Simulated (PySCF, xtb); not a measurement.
C4H8FInO, SMILES C=[CH][In]([F])[O]CC.

GFN2-xTB run with xtb 6.7.1 at its own geometry gives an orbital gap of 2.57 eV and a dipole moment of 4.12 D.

The structure is a stationary point at B3LYP-D3(BJ)/def2-SVP. The def2 effective core potentials stand for the cores of In; spin–orbit coupling is left out. The values are those of a single conformer.

Problem. What does M06-2X/def2-TZVP run with PySCF give? (The exact figures need the calculation; the answer reports its results.)

Solution. gap 8.03 eV (levels -9.06 and -1.03 eV), dipole 2.87 D.
